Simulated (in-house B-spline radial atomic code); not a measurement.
Configurations of V, with energies counted from [Ar] 3d3 4s2. Computed with a radial B-spline atomic code at the basis-set limit: Dirac-Hartree-Fock, average of configuration, Fermi nucleus of rms radius 3.6002 fm. Energies include first-order Breit, QED and recoil terms.

Occupations are held fixed; configurations that lie above the ionisation limit could autoionise.

| configuration | E - E(ref) (eV) | highest orbital | its <r> (bohr) |
| --- | --- | --- | --- |
| [Ar] 3d3 4s1 5p1 | 4.5975 | 5p3/2 | 12.75 |
| [Ar] 3d3 4s1 8p1 | 5.7444 | 8p3/2 | 53.6 |
| [Ar] 3d3 4s1 7g1 | 5.8418 | 7g9/2 | 63.5 |
| [Ar] 3d2 4s2 5f1 | 8.7477 | 5f7/2 | 31.4 |
| [Ar] 3d2 4s2 5g1 | 8.7486 | 5g9/2 | 27.5 |
| [Ne] 3s2 3p5 3d3 4s2 5s1 | 48.671 | 5s1/2 | 9.003 |
| [Ne] 3s2 3p5 3d3 4s2 5f1 | 50.478 | 5f7/2 | 31.4 |
| [Ne] 3s2 3p5 3d3 4s2 6g1 | 50.646 | 6g9/2 | 44 |

(1) Order these further configurations by energy, lowest first.
A. [Ar] 3d2 4s2 7g1
B. [Ar] 3d3 4s1 7f1
C. [Ne] 3s2 3p5 3d3 4s2 6s1
D. [Ar] 3d2 4s2 5p1
E. [Ar] 3d2 4s2 7s1

(2) How far above the reference does [Ar] 3d2 4s2 8p1 lie?

(3) How far above the reference does [Ar] 3d3 4s1 7p1 lie?

(4) How far above the reference does [Ar] 3d2 4s2 7p1 lie?

## Answers

(1) B (5.8415 eV), D (7.6513 eV), E (8.6043 eV), A (9.0152 eV), C (49.868 eV).

(2) 8.9051 eV; its least bound orbital is 8p3/2 with <r> = 51.86 bohr.

(3) 5.5793 eV; its least bound orbital is 7p3/2 with <r> = 36.99 bohr.

(4) 8.7304 eV; its least bound orbital is 7p3/2 with <r> = 35.55 bohr.
